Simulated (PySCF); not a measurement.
## La³¹⁺: ionisation energy

La³¹⁺ [Ar] 3d8 (3F) → La³²⁺ [Ar] 3d7 (4F), as a difference of total energies. All numbers are calculated (PySCF 2.14, scalar relativity by spin-free X2C-1e, in an even-tempered Gaussian basis (18 s from 4.7 bohr⁻², ratio 2.5; 13 p from 6.1 bohr⁻², ratio 2.5; 8 d from 6.1 bohr⁻², ratio 2.5; 4 f from 27 bohr⁻², ratio 2.7; 3 g from 40 bohr⁻², ratio 2.7)). Correlated levels: outer shells: [Ne] frozen; virtual orbitals above 40 to 60 times the deepest correlated orbital energy dropped. The calculations carry no spin-orbit coupling.

```json
{"method": "UHF", "ionisation energy (eV)": "1980.2"}
{"method": "LDA", "ionisation energy (eV)": "1981.3"}
{"method": "PBE", "ionisation energy (eV)": "1981.1"}
{"method": "PBE0", "ionisation energy (eV)": "1981.4"}
{"method": "r2SCAN", "ionisation energy (eV)": "1982.3"}
{"method": "BHandHLYP", "ionisation energy (eV)": "1981.5"}
{"method": "B97-3", "ionisation energy (eV)": "1981.7"}
{"method": "MP2 (outer shells)", "ionisation energy (eV)": "1981.7"}
{"method": "SCS-MP2 (outer shells)", "ionisation energy (eV)": "1981.6"}
```

Spin-orbit coupling is strong in these open shells (close to jj coupling). The scalar numbers leave it out and a first-order estimate fails, so it can dominate the gap to the real levels.

Breit and QED terms and the two-electron picture change are absent.

For comparison: 1974 ± 4 eV (theoretical estimate listed by NIST; NIST Atomic Spectra Database, ionization energies).
